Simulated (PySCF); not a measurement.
TiI2 holds Ti(II), d2, at total charge 0. The structure is a PBE0-D3(BJ)/def2-TZVP geometry optimised for multiplicity 3; coordination linear, point group D∞h, metal–donor distances 2.60 Å.

Method (PySCF 2.14, density fitting): CASSCF(2,5) with orbitals averaged over all microstates of the shell, strongly contracted NEVPT2 on the averaged canonical orbitals; basis x2c-TZVPall on the metal, x2c-SVPall elsewhere; spin-free X2C; gas phase; spin-orbit coupling by state interaction with the mean-field operator over all roots.

CASSCF energies above the lowest CASSCF root:

```
state  CASSCF / cm⁻¹
  3Δg              0
  3Φg            633
 3Σg-           1883
  3Πg           2034
 1Σg+           7961
  1Πg          10335
 3Σg-          11706
  1Γg          12032
  1Δg          12152
  3Πg          13992
  1Φg          16291
  1Πg          18017
 1Σg+          18516
  1Δg          18883
 1Σg+          39373
```

Problem. How does dynamic correlation (SC-NEVPT2) move these states?

Solution. 
| state | NEVPT2 / cm⁻¹ | shift / cm⁻¹ |
| --- | --- | --- |
| 3Δg | 0 | 0 |
| 3Φg | 3050 | +2417 |
| 3Σg- | 3852 | +1970 |
| 3Πg | 3719 | +1685 |
| 1Σg+ | 7200 | -761 |
| 1Πg | 10633 | +298 |
| 3Σg- | 11876 | +171 |
| 1Γg | 12031 | -1 |
| 1Δg | 10181 | -1971 |
| 3Πg | 12683 | -1309 |
| 1Φg | 16504 | +213 |
| 1Πg | 16815 | -1202 |
| 1Σg+ | 16490 | -2026 |
| 1Δg | 19253 | +370 |
| 1Σg+ | 33362 | -6011 |

No frequencies were computed for the optimised geometry. NEVPT2 lifts 3Πg from 2034 to 3719 cm⁻¹; on the d shell alone such lifts tend to overshoot.
